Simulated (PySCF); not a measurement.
Cartesian coordinates in Å; atom numbers follow the order of the lines, from 1:
```xyz
21

C    -2.674   -0.403    1.024
N    -1.498   -0.035    0.284
C    -1.694    0.097   -1.136
Si    0.090    0.039    0.964
N     1.292   -1.140    0.525
C     2.284   -0.594   -0.379
C     2.380    0.896   -0.044
N     1.028    1.322    0.261
H    -2.450   -0.457    2.101
H    -3.487    0.336    0.889
H    -3.079   -1.388    0.716
H    -1.977   -0.860   -1.620
H    -2.495    0.827   -1.365
H    -0.771    0.465   -1.608
H    -0.178    0.058    2.435
H     1.117   -2.133    0.448
H     3.270   -1.075   -0.253
H     2.001   -0.709   -1.447
H     2.803    1.452   -0.899
H     3.074    1.034    0.812
H     0.906    2.301    0.483
```

Geometry: PBE0-D3(BJ)/def2-SVP; GIAO shifts from PySCF 2.14.0 with density-fitted response routines, gas phase, non-relativistic, averaged over equivalent atoms.

At PBE0/pcSseg-1 (208 basis functions, 120 s wall time (100 s CPU) on 1 thread of an Intel Xeon, shared host):
| atoms | δ (ppm) |
| --- | --- |
| C6/C7 | 46.2 |
| C1/C3 | 36.9 |
| N2 | 43.1 |
| N5/N8 | 36.4 |
| Si4 | -24.6 |
| H15 | 4.80 |
| H18/H19 | 3.18 |
| H17/H20 | 3.04 |
| H9/H10/H11/H12/H13/H14 | 2.52 |
| H16/H21 | 0.07 |

Scale: TMS for 13C (184.41 ppm), 29Si (351.99 ppm), 1H (31.27 ppm); 15N (265.67 ppm) against NH3 (reference shieldings calculated alike).

Estimate the result of repeating the calculation with WP04/pcSseg-1.

Answers


```
                 atoms  δ at WP04/pcSseg-1  change
                 C6/C7                48.2    +2.0
                 C1/C3                38.2    +1.3
                    N2                36.7    -6.4
                 N5/N8                29.1    -7.3
                   Si4               -38.3   -13.7
                   H15                4.10   -0.70
               H18/H19                2.97   -0.21
               H17/H20                2.87   -0.17
H9/H10/H11/H12/H13/H14                2.40   -0.12
               H16/H21                0.05   -0.02
```

δ = σ(ref) − σ, references computed at the same level: 13C (172.44 ppm), 29Si (338.69 ppm), 1H (31.56 ppm) against TMS; NH3 for 15N (246.90 ppm).

The largest change is at Si4 (silicon bonded to 3 N, H, in a 5-membered ring). Cost: 208 basis functions, 110 s wall time on 1 thread of an Intel Xeon, shared host.

Experimental scales use liquid or dissolved standards, which lie at an offset from isolated NH3 (liquid NH3: subtract about 20 ppm).
